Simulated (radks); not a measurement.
Results of a calculation; reference values are marked as such.
Sn, configuration [Kr] 4d10 5s2 5p2. Level of theory: scalar-relativistic Kohn-Sham, r2SCAN, spin-polarised, spherical densities, finite nucleus; open shells are filled with parallel spins first (spin-orbit coupling, left out, can overturn this in heavy ions); meta-GGA in the generalised Kohn-Sham scheme; Fermi nuclear charge, rms radius 4.6519 fm (a radial shooting solver on a logarithmic mesh with Libxc functionals).

Radial electron density D(r) = 4 pi r^2 rho(r):

r (bohr),D(r) (e/bohr),spin D(r)
0.002429,7.088,-0.000100
0.002827,9.038,-0.000126
0.003265,11.31,-0.000155
0.003771,14.06,-0.000189
0.00439,17.53,-0.000228
0.00507,21.42,-0.000266
0.005902,26.15,-0.000303
0.006817,31.21,-0.000327
0.007872,36.73,-0.000328
0.009165,42.87,-0.000283
0.01058,48.71,-0.000167
0.01222,54.19,0.0000631
0.01423,59.13,0.000494
0.01643,62.54,0.00116
0.01913,64.38,0.00224
0.0221,64.27,0.00373
0.02552,62.55,0.00577
0.02971,59.66,0.00859
0.03431,57.00,0.0118
0.03994,55.73,0.0157
0.04613,57.18,0.0192
0.05327,61.72,0.0218
0.06201,69.13,0.0226
0.07162,76.60,0.0204
0.08271,81.73,0.0149
0.09629,82.03,0.00628
0.1112,76.81,-0.00207
0.1295,67.72,-0.00689
0.1495,59.89,-0.00372
0.1727,56.79,0.00822
0.201,59.85,0.0263
0.2321,65.49,0.0393
0.2681,68.00,0.0391
0.3121,62.51,0.0230
0.3605,49.97,0.00408
0.4196,34.50,0.000804
0.4846,23.96,0.0259
0.5597,20.24,0.0682
0.6516,21.67,0.0997
0.7525,23.55,0.0841
0.876,22.56,0.0245
1.012,18.63,-0.0288
1.168,13.52,-0.0257
1.36,8.735,0.0750
1.571,5.619,0.255
1.814,3.782,0.470
2.112,2.714,0.666
2.439,2.075,0.765
2.839,1.532,0.751
3.279,1.075,0.638
3.787,0.6858,0.471
4.409,0.3775,0.292
5.092,0.1875,0.158
5.88,0.08043,0.0721
6.846,0.02765,0.0260
7.906,0.008376,0.00809
9.204,0.001908,0.00188
10.63,0.0003712,0.000368

D(r) has 4 maxima, at r = 0.0204, 0.0903, 0.264, 0.783 bohr, and minima at 0.0399, 0.173, 0.569 bohr, inside which lie 2.00, 11.16, 28.94 electrons.
